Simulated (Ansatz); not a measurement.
Start from `C[NH][In]([CH3])[Cl]` and change one element to get `CNB(C)Cl`.

Ansatz, PBE0-D4/def2-TZVP geometries, multiplicity 1. Each molecule was computed in one conformer, which needn't be the lowest.

Elements past krypton have def2 core potentials.

| property | `C[NH][In]([CH3])[Cl]` |
| --- | --- |
| LUMO energy (ωB97M-V/def2-TZVPP) / eV | 0.67 |
| LUMO energy (PBE0/def2-TZVPP) / eV | -0.75 |
| HOMO–LUMO gap (PBE0/def2-TZVPP) / eV | 5.81 |
| HOMO–LUMO gap (PBE/def2-TZVPP) / eV | 3.66 |
| LUMO energy (PBE/def2-TZVPP) / eV | -1.63 |
| size of the dipole moment (ωB97M-V/def2-TZVPP) / D | 3.36 |

Question: What does the change do to each property? (Best estimate.)

Answer: Computed: 
```tsv
property	`CNB(C)Cl`	shift
LUMO energy (ωB97M-V/def2-TZVPP) / eV	1.99	1.32
LUMO energy (PBE0/def2-TZVPP) / eV	0.75	1.50
HOMO–LUMO gap (PBE0/def2-TZVPP) / eV	8.41	2.60
HOMO–LUMO gap (PBE/def2-TZVPP) / eV	6.11	2.45
LUMO energy (PBE/def2-TZVPP) / eV	-0.23	1.40
size of the dipole moment (ωB97M-V/def2-TZVPP) / D	2.61	-0.75
```

With PBE0 the HOMO falls by 1.09 eV and the LUMO rises by 1.50 eV, so the gap widens by about 2.59 eV. PBE moves the HOMO by -1.04 eV and ωB97M-V by -1.06 eV. Dipoles are sizes alone; their direction can turn.
